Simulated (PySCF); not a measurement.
## Fractional electron number in Te²⁺ (tellurium, charge +2)

The 5p alpha orbital of [Kr] 4d10 5s2 5p2 is emptied in steps (occupation f), with all orbitals relaxed, ending at [Kr] 4d10 5s2 5p1. Calculation: PySCF 2.14, in def2-TZVPPD with the def2 core potential (28 electrons); a scalar-relativistic core potential. The exact energy is a straight line in f; departures are measured from the line between the end points of the same method.

```tsv
f	UHF (eV)	LDA (eV)	PBE (eV)	PBE0 (eV)	r2SCAN (eV)	LC-wPBE (eV)	BHandHLYP (eV)	wB97X (eV)	CAM-B3LYP (eV)	TPSS (eV)
1	0.000	0.000	0.000	0.000	0.000	0.000	0.000	0.000	0.000	0.000
0.9	0.034	-0.419	-0.406	-0.296	-0.383	-0.051	-0.198	-0.081	-0.186	-0.395
0.7	0.078	-0.979	-0.947	-0.690	-0.887	-0.115	-0.461	-0.192	-0.434	-0.920
0.5	0.092	-1.166	-1.126	-0.818	-1.043	-0.133	-0.548	-0.231	-0.516	-1.091
0.3	0.077	-0.979	-0.943	-0.683	-0.862	-0.107	-0.460	-0.197	-0.432	-0.911
0.1	0.032	-0.419	-0.403	-0.291	-0.364	-0.044	-0.197	-0.085	-0.185	-0.388
0	0.000	0.000	0.000	0.000	0.000	0.000	0.000	0.000	0.000	0.000
```

```tsv
method	E(f=0) − E(f=1) (eV)	−ε at f=1 (eV)	−ε at f=0.5 (eV)
UHF	26.969	27.346	26.965
LDA	27.713	23.062	27.713
PBE	27.492	22.977	27.505
PBE0	27.561	24.263	27.579
r2SCAN	27.701	23.426	27.774
LC-wPBE	27.653	27.086	27.675
BHandHLYP	27.468	25.272	27.471
wB97X	27.319	26.417	27.304
CAM-B3LYP	27.600	25.534	27.604
TPSS	27.488	23.091	27.514
```

Orbital energy along the path (eV):

```json
{"f": "1", "UHF": "-27.346", "LDA": "-23.062", "PBE": "-22.977", "PBE0": "-24.263", "r2SCAN": "-23.426", "LC-wPBE": "-27.086", "BHandHLYP": "-25.272", "wB97X": "-26.417", "CAM-B3LYP": "-25.534", "TPSS": "-23.091"}
{"f": "0.9", "UHF": "-27.268", "LDA": "-23.986", "PBE": "-23.882", "PBE0": "-24.929", "r2SCAN": "-24.308", "LC-wPBE": "-27.210", "BHandHLYP": "-25.712", "wB97X": "-26.591", "CAM-B3LYP": "-25.948", "TPSS": "-23.977"}
{"f": "0.7", "UHF": "-27.114", "LDA": "-25.845", "PBE": "-25.694", "PBE0": "-26.259", "r2SCAN": "-26.059", "LC-wPBE": "-27.450", "BHandHLYP": "-26.592", "wB97X": "-26.943", "CAM-B3LYP": "-26.776", "TPSS": "-25.750"}
{"f": "0.5", "UHF": "-26.965", "LDA": "-27.713", "PBE": "-27.505", "PBE0": "-27.579", "r2SCAN": "-27.774", "LC-wPBE": "-27.675", "BHandHLYP": "-27.471", "wB97X": "-27.304", "CAM-B3LYP": "-27.604", "TPSS": "-27.514"}
{"f": "0.3", "UHF": "-26.820", "LDA": "-29.582", "PBE": "-29.303", "PBE0": "-28.881", "r2SCAN": "-29.415", "LC-wPBE": "-27.880", "BHandHLYP": "-28.347", "wB97X": "-27.679", "CAM-B3LYP": "-28.428", "TPSS": "-29.255"}
{"f": "0.1", "UHF": "-26.679", "LDA": "-31.440", "PBE": "-31.080", "PBE0": "-30.158", "r2SCAN": "-30.963", "LC-wPBE": "-28.053", "BHandHLYP": "-29.219", "wB97X": "-28.074", "CAM-B3LYP": "-29.246", "TPSS": "-30.949"}
{"f": "0", "UHF": "-26.610", "LDA": "-32.357", "PBE": "-31.959", "PBE0": "-30.786", "r2SCAN": "-31.713", "LC-wPBE": "-28.120", "BHandHLYP": "-29.657", "wB97X": "-28.272", "CAM-B3LYP": "-29.654", "TPSS": "-31.775"}
```

Reference removal energy between the ground levels: 27.84 ± 0.04 eV (measured; NIST Atomic Spectra Database, ionization energies). The calculation has no spin-orbit coupling. UHF lacks correlation.
